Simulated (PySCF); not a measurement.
C₃H₃F₃, SMILES F[C@H]1[C@@H](F)[C@@H]1F. Atoms are numbered in the order given.

```xyz
9

F     -1.2002     0.2033     1.4082
C     -0.2143    -0.4375     0.7525
C     -0.2143    -0.4375    -0.7525
F     -1.2002     0.2033    -1.4082
C      0.7708     0.3899     0.0000
F      2.0776     0.0529     0.0000
H      0.1379    -1.3466     1.2536
H      0.1379    -1.3466    -1.2536
H      0.5756     1.4691     0.0000
```
Charge 0, spin multiplicity 1.

Geometry: PBE0-D3(BJ)/def2-SVP. The structure was generated by enumeration; whether it is a known compound was not checked.

The numbers are results of PBE/def2-TZVP run with PySCF, not measurements.

ESP charges are fitted to the potential on shells at 1.4 to 2.0 van der Waals radii. Atomic charges (e):

```json
[
 {"atom": "F1", "IAO": "-0.27", "ESP fit": "-0.14"},
 {"atom": "C2", "IAO": "0.11", "ESP fit": "0.00"},
 {"atom": "C3", "IAO": "0.11", "ESP fit": "0.00"},
 {"atom": "F4", "IAO": "-0.27", "ESP fit": "-0.14"},
 {"atom": "C5", "IAO": "0.11", "ESP fit": "0.01"},
 {"atom": "F6", "IAO": "-0.28", "ESP fit": "-0.17"},
 {"atom": "H7", "IAO": "0.16", "ESP fit": "0.14"},
 {"atom": "H8", "IAO": "0.16", "ESP fit": "0.14"},
 {"atom": "H9", "IAO": "0.17", "ESP fit": "0.17"}
]
```

Computed Mayer and Wiberg (Löwdin basis) orders of the bonds:
| bond | Mayer | Wiberg |
|---|---|---|
| F1–C2 | 1.10 | 1.74 |
| C2–C3 | 0.92 | 1.20 |
| C3–F4 | 1.10 | 1.74 |
| C2–C5 | 0.93 | 1.23 |
| C3–C5 | 0.93 | 1.23 |
| C5–F6 | 1.08 | 1.74 |
| C2–H7 | 0.95 | 0.84 |
| C3–H8 | 0.95 | 0.84 |
| C5–H9 | 0.96 | 0.83 |
